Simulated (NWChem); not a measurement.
System: BeNH3; SMILES [NH2][BeH]

Results from NWChem. The geometry was optimised at PBE0/def2-SVP.

Task: Estimate the computed values for PW91/def2-TZVP. Quantities: highest occupied level (eV); orbital gap (eV); dipole (D).

Result: 
```
Item                         Result
---------------------------  ------
highest occupied level (eV)   -6.08
orbital gap (eV)               5.26
dipole (D)                     1.77
```
